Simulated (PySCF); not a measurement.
An element was calculated at UHF (PySCF 2.14, non-relativistic, a quadruple-zeta basis, no spin-orbit coupling), in the ground configurations that NIST lists.

| Property | Result |
| --- | --- |
| first ionisation energy | 5.360 eV |
| second ionisation energy | 12.155 eV |
| third ionisation energy | 24.022 eV |

Q: Which element is it?

A: Scandium (Sc, Z = 21), in def2-QZVPPD. NIST lists 6.561, 12.800, 24.757 eV for these ionisation energies.
